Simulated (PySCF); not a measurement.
**How methods differ on the ionisation energy of Ir(47+)**

Ir(47+) [Ar] 3d10 4s2 → Ir(48+) [Ar] 3d10 4s1 [4s1/2^1, M_J = 1/2], as a difference of total energies. Calculation: PySCF 2.14, in an uncontracted even-tempered set (16 s from 6.6 bohr⁻², ratio 2.8; 13 p from 8.5 bohr⁻², ratio 2.8; 8 d from 15 bohr⁻², ratio 2.8; 4 f from 35 bohr⁻², ratio 3); the two-component X2C-1e Hamiltonian. Correlated levels: [Ne] frozen; the 72 highest virtual spinors dropped. "Screened" scales the spin-orbit matrix elements by Boettger's factors to mimic the two-electron term; Breit and QED terms are absent.

```
                    method  ionisation energy (eV)
           GHF (spin-free)                  2639.7
          GMP2 (spin-free)                  2642.4
 GHF (screened spin-orbit)                  2639.3
GMP2 (screened spin-orbit)                  2642.2
```

Task: How much does correlation contribute at GMP2 (screened spin-orbit)?

Result: 2642.2 − (2639.3) = 2.9 eV, measured against GHF (screened spin-orbit).

Breit and QED terms and the two-electron picture change are absent.

For comparison: 2656 ± 4 eV (theoretical estimate listed by NIST; NIST Atomic Spectra Database, ionization energies).
